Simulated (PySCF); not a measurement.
Structure problem from calculated spectra and properties.

Elements present: C, H, O and Si. Monoisotopic mass: 179.9914 u.

- NMR, other nuclei: isotropic shieldings of nuclei other than C and H, by class: -127 (1 O), 138 (1 O), 358 (1 Si), 457 (1 Si), 460 (1 Si), 470 (1 Si) ppm [GIAO PBE0/pcSseg-1]
- 13C NMR: chemical shifts (computed TMS as zero) by class: 180.8 (1 C), 24.5 (1 C) ppm [GIAO PBE0/pcSseg-1]
- 1H NMR: chemical shifts (computed TMS as zero) by class: 5.43 (1 H), 4.02 (1 H), 3.59 (3 H), 3.57 (3 H), 3.33 (1 H), 2.15 (3 H) ppm [GIAO PBE0/pcSseg-1]
- Dipole: 1.74 D [PBE0/pcSseg-1]
- Rotational structure: rotational constants A, B, C: 1.206, 0.702, 0.501 GHz [GFN2-xTB]

Electronic properties: PySCF, gas phase, density fitting. Levels stand in brackets. The structure is a single GFN2-xTB conformer in the gas phase; no vibrational or solvent corrections. GFN2-xTB frequencies show an imaginary mode (62i cm⁻¹), so this geometry is no minimum at that level. NMR values are class means; diastereotopic atoms form classes of their own.

Task: Which formula fits the mass and the elements?

Result: C2H12O2Si4 (calculated 179.9914). No other formula that holds each of these elements comes within 0.0003 u with a fitting electron parity and a possible valence count.

Task: Propose a structure and show how it fits.

Result: Numbering: `[CH3:1][C:2](=[O:3])[O:4][Si@H:5]([SiH3:6])[SiH2:7][SiH3:8]`. Its formula, C2H12O2Si4, gives 1 degree of unsaturation: 0 rings and 1 π bond in the structure found. 2 carbons fall into 2 classes; from least to most shielded: carbonyl carbon [C2] (180.8 ppm), methyl carbon next to a carbonyl [C1] (24.5 ppm). Hydrogen classes from least to most shielded: 1 H on an oxygen-bound silicon, Si5 (5.43 ppm), 1 H on an SiH2 silicon, Si7 (4.02 ppm), 3 H on an SiH3 silicon, Si6 (3.59 ppm), 3 H on an SiH3 silicon, Si8 (3.57 ppm), 1 H on an SiH2 silicon, Si7 (3.33 ppm), 3 H on a methyl carbon next to a carbonyl, C1 (2.15 ppm). The other shieldings belong to: -127 ppm, carbonyl oxygen [O3]; 138 ppm, oxygen singly bound to a carbonyl carbon [O4]; 358 ppm, oxygen-bound silicon [Si5]; 457 ppm, SiH3 silicon [Si8]; 460 ppm, SiH3 silicon [Si6]; 470 ppm, SiH2 silicon [Si7]. The optimised geometry has point group C1 and is an asymmetric top. Structure: `CC(=O)O[Si@H]([SiH3])[SiH2][SiH3]`. Computed isomers that give other values at the same levels: `[SiH3]O[Si@@H]1C[SiH2][SiH2]CO1` (13C chemical shifts (computed TMS as zero) by class: 53.9 (1 C), -7.7 (1 C) ppm); `C[SiH](C)O[SiH]1[SiH2]O[SiH2]1` (13C chemical shifts (computed TMS as zero) by class: 1.6 (2 C) ppm); `C[Si]([SiH3])([SiH3])[SiH2]OC=O` (13C chemical shifts (computed TMS as zero) by class: 165.1 (1 C), -7.7 (1 C) ppm). The assignments are read from this structure; whether some other isomer fits the data as well wasn't checked. The mirror image fits equally.

Shape of the structure used: `[CH3:1][C:2](=[O:3])[O:4][Si@H:5]([SiH3:6])[SiH2:7][SiH3:8]`: C1–C2–O4–Si5 -176°, C2–O4–Si5–Si6 92°, O4–Si5–Si7–Si8 -35°.
